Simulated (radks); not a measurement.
Kinetic energies: the exact non-interacting value of the Kohn-Sham orbitals and orbital-free approximations, as 100 (|E| - |E exact|)/|E exact|, negative where the magnitude is too small. Species: Rb4+ [Ar] 3d10 4s2 4p3; Sr+ [Kr] 5s1; Se23+ [Ne] 3s1; Dy48+ [Ar]. Method: non-relativistic Kohn-Sham, exchange-only PBE, spin-polarised, spherical densities, point nucleus; computed with a radial shooting solver on a logarithmic mesh with Libxc functionals. Every spin shell is full or empty, so the densities are truly spherical. Functionals are evaluated on that one density, not self-consistently.

functional          Rb4+      Sr+    Se23+    Dy48+
exact (hartree)  2933.58  3130.92  2066.56  9516.85
Thomas-Fermi       -5.83    -5.76    -6.48    -6.72
TF + vW/5          +3.38    +3.34    +4.78    +2.78
LC94               +0.04    +0.06    +0.45    -0.71
Perdew 92          -0.70    -0.69    -0.21    -1.44
Thakkar            -0.48    -0.48    +0.12    -1.20
Pearson            -1.06    -1.02    -1.10    -1.88
PG1               +17.10   +16.84   +23.10   +17.21
Ernzerhof          -0.37    -0.37    +0.46    -1.00
